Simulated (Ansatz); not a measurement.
System: trihydroxy(methyl)silane, CH6O3Si (charge 0, singlet). SMILES: C[Si](O)(O)O
Structure (B3LYP-D3(BJ)/def2-TZVP (Ansatz, a first-principles code) minimum search):
```xyz
11

C      1.8066    -0.0799    -0.2468
Si    -0.0245    -0.0058     0.0132
O     -0.7691     1.0303    -1.0365
O     -0.7662    -1.4466    -0.2584
O     -0.2323     0.4273     1.5834
H      2.2786     0.8760    -0.0103
H      2.2529    -0.8393     0.3974
H      2.0414    -0.3297    -1.2828
H     -0.5156     1.9560    -1.0218
H     -1.3013    -1.5139    -1.0530
H     -1.1104     0.3239     1.9597
```

Wanted: vertical triplet-singlet gap (E(triplet) - E(singlet); each state is the SCF solution reached for its spin), in kJ/mol. Cores are frozen in the correlated levels unless marked. UHF or UKS for open shells. No spin-orbit coupling. No relativistic terms. CBS(X,Y): correlation extrapolated as X^-3; Hartree-Fock from the larger set. [CCSD(T)-MP2]/basis is that difference in the basis named.

```tsv
level	program	vertical triplet-singlet gap (kJ/mol)
HF/aug-cc-pV(T+d)Z	Ansatz	651.4
HF/aug-cc-pV(Q+d)Z	Ansatz	651.4
```

Problem. Predict the RI-MP2/CBS(aug-cc-pV(T+d)Z,aug-cc-pV(Q+d)Z)+[CCSD(T)-MP2]/aug-cc-pV(T+d)Z result (Ansatz).

Solution. 760.0 kJ/mol, so HF/aug-cc-pV(Q+d)Z differs from it by -108.6 kJ/mol.
